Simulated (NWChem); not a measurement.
System: InH₂I; SMILES [InH2][I]

Program: NWChem. All runs use the structure optimised with PBE-D3(BJ)/def2-SVP. def2 effective core potentials on In, I; no spin-orbit coupling. Ions are spin-unrestricted doublets at the neutral geometry; other ion states weren't tried.

```
level                                 vertical ionisation energy, ΔSCF (eV)  −ε(HOMO) (eV)  ΔSCF minus −ε(HOMO) (eV)
------------------------------------  -------------------------------------  -------------  ------------------------
B3LYP/def2-SVP                                                         9.36           6.91                      2.45
PBE/def2-SVP                                                           9.18           6.06                      3.12
PBE0/def2-SVP                                                          9.39           7.19                      2.20
LDA (Slater exchange, VWN5)/def2-SVP                                   9.37           6.19                      3.18
BHandHLYP/def2-SVP                                                     9.36           8.10                      1.26
```
